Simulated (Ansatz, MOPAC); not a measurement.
Diatomic PdN, multiplicity 4 (lowest of 2S+1 = 2, 4, 6 at CCSD(T)/def2-TZVPP on PBE0 minima; our sources give no spin for the ground state, which may be another). No spin–orbit coupling. The T1 diagnostic near the minimum is 0.046, so single-reference values are doubtful.

Constants: fifth-degree fit in 1/R to seven points, most abundant isotopes. In def2 and cc sets the state is the lowest found near the PBE0 minimum, followed along R.

Correlated levels freeze the inner cores; with def2 sets outer-core shells near the valence are correlated too. The state that PM6 reach isn't checked.

Programs: Ansatz (a quantum-chemistry and plane-wave program); MOPAC for PM6 (differences of heats of formation). Each number belongs to the level named beside it. In def2 rows elements past Kr take small-core potentials, without spin–orbit coupling.

```csv
level,r_e (Å),ω_e (cm⁻¹),ω_e x_e (cm⁻¹),dipole (D)
PM6,1.814,[?],3.5,-
SVWN5/def2-TZVPP,1.736,778,5.1,2.89
PBE/def2-TZVPP,1.772,710,5.3,2.92
B3LYP/def2-TZVPP,1.803,640,5.3,3.11
PBE0/def2-TZVPP,1.791,646,5.4,3.15
CAM-B3LYP/def2-TZVPP,1.800,633,5.3,3.27
wB97M-V/def2-TZVPP,1.813,611,5.5,3.35
CCSD(T)/def2-TZVPP,[?],[?],8.8,-
```

Problem. Fill in the missing entries.

Solution. 
- CCSD(T)/def2-TZVPP, r_e (Å): 1.790
- CCSD(T)/def2-TZVPP, ω_e (cm⁻¹): 666
- PM6, ω_e (cm⁻¹): 607
